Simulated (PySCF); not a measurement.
Mapped SMILES: `[NH2:1][Ge@H:2]([Br:3])[CH:4]1[CH2:5][CH2:6]1`. Each H is labelled by its parent atom. Ha(C5), Ha(C6) are cis to Ge2 on the ring; Hb(C5), Hb(C6) are trans to Ge2 on the ring.

Geometry: PBE0-D3(BJ)/def2-SVP; GIAO absolute shieldings from PySCF 2.14.0 with density-fitted response routines, gas phase, non-relativistic, averaged over equivalent atoms.

At WP04/pcSseg-1 (190 basis functions, 43 s wall time on 1 thread of an Arm Neoverse N1, shared host):
```csv
atoms,σ (ppm)
N1,233.1
Ge2,1220.6
Br3,2582.3
C4,163.1
C6,165.8
C5,167.1
H(Ge2),26.01
Ha(C6),30.51
Ha(C5),30.76
Hb(C5),30.81
Hb(C6),30.90
H(C4),31.32
H(N1),31.66
```

Predict the values at PBE0/pcSseg-1 on the same geometry.

Results:


```
 atoms  σ at PBE0/pcSseg-1  change
    N1               251.6   +18.5
   Ge2              1256.5   +35.9
   Br3              2665.5   +83.2
    C4               178.8   +15.7
    C6               180.3   +14.5
    C5               181.7   +14.6
H(Ge2)               25.17   -0.84
Ha(C6)               30.26   -0.25
Ha(C5)               30.53   -0.23
Hb(C5)               30.50   -0.31
Hb(C6)               30.60   -0.30
 H(C4)               31.09   -0.23
 H(N1)               31.58   -0.08
```

The largest change is at Br3 (bromine bonded to Ge). Cost: 190 basis functions, 48 s wall time on 1 thread of an Arm Neoverse N1, shared host. The order of the carbon signals is the same at both levels.

Relativistic effects, spin–orbit coupling among them, are left out; they matter for Br, Ge and for the light atoms bonded to it.
